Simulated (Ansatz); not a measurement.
A search over several starts for the lowest SCF solution of the cluster HfO4H4⁻ at the given spin, in a small basis.

```yaml
crystal:
  periodic: [false, false, false]
  atoms:
    - {symbol: Hf, position_ang: [0.376090, 0.065492, 0.028771]}
    - {symbol: O, position_ang: [-0.719230, -1.948045, 0.188772]}
    - {symbol: O, position_ang: [-0.681521, 0.709511, -1.456819]}
    - {symbol: O, position_ang: [-0.747717, -1.017367, 1.342540]}
    - {symbol: O, position_ang: [1.164734, 1.476028, 1.067128]}
    - {symbol: H, position_ang: [-1.652846, -1.957603, -0.088980]}
    - {symbol: H, position_ang: [-1.110798, 1.337091, -2.040330]}
    - {symbol: H, position_ang: [1.853103, -0.839057, -0.660357]}
    - {symbol: H, position_ang: [1.518195, 2.173961, 1.619266]}
basis:
  gaussian: {orbitals: def2-SVP}
total_charge: -1
magnetization: {spin_polarized: true, initial_magnetization: 1}
hamiltonian: {xc: pbe0, dispersion: d4}
output: {orbitals: {seedname: orbitals}}
```

```sh
$ ansatz run in.yaml --threads 4 --pin off --events-out ev --progress --plain --max-ram 3916MiB
```

Output, abridged:

```
Functional definition: PBE0
1047 factors; integrals over basis functions are off by at most 1.3e-3 eV
mean field evaluation 1: about -9539.8303 eV, gradient 3.7e1 eV
mean field evaluation 2: about -9523.6250 eV, gradient 7.6e1 eV
mean field evaluation 4: about -9544.8160 eV, gradient 8.3e0 eV
mean field evaluation 8: about -9545.1047 eV, gradient 5.8e-1 eV
mean field evaluation 16: about -9545.3586 eV, gradient 3.3e-2 eV
mean field evaluation 32: about -9545.3586 eV, gradient 8.7e-5 eV
mean field evaluation 64: about -9545.3170 eV, gradient 2.6e0 eV
mean field -9545.35862351 eV, -350.7854593374 hartree, gradient 1.0e-5 eV, S^2 0.751813; 9 other end points of the search recorded, 0 dependent functions left out
reference -9545.35867382 eV, -350.7854611865 hartree; 25, 24 occupied and 83, 84 virtual orbitals, 1047 factors
Total energy: -9545.51339840 eV, -350.7911472096 hartree
```

It took 6.5 s on 4 threads of Arm Neoverse V2 on a shared host.

In the def2 sets Hf takes a core potential; there is no spin–orbit coupling. The structure holds one bond between oxygen atoms, so isomers without such links may lie far lower. The highest occupied level of the charge -1 doublet lies above zero (up to 2.69 eV). By energy differences it is unbound by 0.54 eV (vertical, against the charge 0 singlet, at PBE0-D4/def2-TZVPD) and held by the finite basis. The structure comes from a short search, and lower isomers may exist.
